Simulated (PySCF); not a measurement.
## Computed properties of HgI, SMILES [I][Hg+], charge +1

HgI, SMILES [I][Hg+], charge +1. Geometry: r2SCAN-D4/def2-TZVP. The spin state was assumed, not searched. The def2 effective core potentials stand for the cores of Hg, I; spin–orbit coupling is left out. One conformer was computed; it need not be the lowest. All values are computed for the isolated molecule unless a solvent is named; none is compared with measurement here.

**Structure.** The optimised structure has C∞v symmetry. All 1 harmonic modes at r2SCAN-D4/def2-TZVP (PySCF) are real, so it is a minimum.

**Vibrations.** No mode carries more than 0.5 km/mol of infrared intensity. The softest mode is at 192 cm⁻¹ and the zero-point energy is 0.3 kcal/mol.

**Electronic structure.** r2SCAN/def2-TZVPD (PySCF) places the frontier levels at -12.53 and -11.38 eV, a gap of 1.15 eV and a mean polarisability of 55.8 bohr³.

**Excitations.** TDA-M06-2X/def2-TZVPD (PySCF) has S1 at 1.65 eV (753 nm, f = 0.003, weak); the most intense of the 10 singlets computed lies at 7.40 eV (f = 0.45). Strengths of degenerate partners are summed. T1 (TDA) is at 1.13 eV, 0.52 eV under S1.
